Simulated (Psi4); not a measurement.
A dimer, HCl ··· C6F6 (SMILES Cl and Fc1c(F)c(F)c(F)c(F)c1F); the first 2 atoms form monomer A.

```
14

Cl     0.6410     0.0000     0.0000
H     -0.6410     0.0000     0.0000
F     -4.0932     6.9137     2.1764
C     -3.4490     6.9283     1.0115
C     -3.0126     5.7388     0.4442
F     -3.2385     4.5830     1.0652
C     -2.3409     5.7548    -0.7706
F     -1.9217     4.6149    -1.3160
C     -2.1058     6.9602    -1.4177
F     -1.4615     6.9744    -2.5826
C     -2.5421     8.1498    -0.8504
F     -2.3162     9.3054    -1.4715
C     -3.2139     8.1338     0.3644
F     -3.6330     9.2737     0.9096
```

Question: What interaction energy does SAPT0/jun-cc-pVDZ, frozen core (Psi4 1.11) give, and which attractive term is the largest?

Answer: Total -0.62 kJ/mol: electrostatics -0.42, exchange 0.00, induction -0.01, dispersion -0.19. The most attractive term is electrostatics.
